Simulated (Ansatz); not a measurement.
Geometry optimisation, Ansatz, RHF/def2-SVP.

Input:

```yaml
crystal:
  periodic: [false, false, false]
  atoms:
    - { symbol: Ta, position_ang: [0.0, 0.0, 0.0] }
    - { symbol: F, position_ang: [2.28, 0.0, 0.0] }
    - { symbol: Cl, position_ang: [0.0, 0.0, 2.47] }
    - { symbol: Cl, position_ang: [0.0, 0.0, -2.47] }
    - { symbol: Cl, position_ang: [-1.235, 2.139, 0.0] }
    - { symbol: Cl, position_ang: [-1.235, -2.139, 0.0] }
    - { symbol: P, position_ang: [0.8892, -2.2651, 1.4252] }
    - { symbol: H, position_ang: [0.0933, -3.3878, 1.0754] }
    - { symbol: H, position_ang: [2.2461, -2.5276, 1.0992] }
    - { symbol: H, position_ang: [2.1179, -1.0882, 0.6847] }
basis:
  gaussian: { orbitals: def2-SVP }
hamiltonian:
  xc: hf
relax:
  f_tol: 0.15
  max_steps: 25
  restrain:
    - { distance: [0, 6], at: 2.52, k: 30.0 }
    - { distance: [9, 1], at: 0.92, k: 30.0 }
    - { distance: [0, 1], at: 3.13, k: 30.0 }
    - { distance: [9, 6], at: 2.62, k: 30.0 }
```

Run as:

```bash
$ ansatz run input.yaml --threads 4 --pin off --max-ram 5120MiB --backend cpu --events-out ev --progress --plain --runs-dir out
```

Problem. Where does it end, and by what steps?

Solution. The run converged. The restraints hold the end off the free minimum; the threshold counts their pulls, which the force column leaves out. Restrained pairs: Ta1–P7 (2.82 → 2.53 Å), F2–H10 (1.30 → 0.91 Å), Ta1–F2 (2.28 → 3.13 Å), P7–H10 (1.86 → 2.63 Å). After 18 steps the energy has fallen by 6.969 eV (the restraints' own energy left out); H8 moved furthest, 2.20 Å.

```
step  energy less start (eV)  largest force component (eV/Å)  accepted
   0                  0.0000                           3.274       yes
   1                 -1.3212                           4.219       yes
   2                 -2.2821                           4.098       yes
   3                 -3.5748                           2.961       yes
   4                 -4.5660                           1.717       yes
   5                 -5.1742                           1.221       yes
   6                 -5.6331                           1.277       yes
   7                 -5.9784                           1.395       yes
   8                 -6.1942                           1.394       yes
   9                 -6.2837                           1.306       yes
  10                 -6.3729                           0.886       yes
  11                 -6.4495                           0.733       yes
  12                 -6.5407                           0.929       yes
  13                 -6.6641                           0.879       yes
  14                 -6.7793                           1.069       yes
  15                 -6.8866                           0.621       yes
  16                 -6.9228                           1.089       yes
  17                 -6.9264                           1.446       yes
  18                 -6.9694                           0.414       yes
```

```xyz
10
Properties=species:S:1:pos:R:3
Ta -0.598 -0.510 0.331
F 2.458 0.112 0.080
Cl -0.282 -0.070 2.608
Cl -0.381 -1.338 -1.847
Cl -0.298 1.687 -0.299
Cl -2.793 -1.105 0.543
P 0.848 -2.519 0.870
H 1.729 -2.693 -0.214
H 1.778 -2.115 1.847
H 2.695 -0.718 0.365
```

Time of the run: 59 s on 4 threads of Arm Neoverse V1 (shared host), peak memory 0.54 GiB.
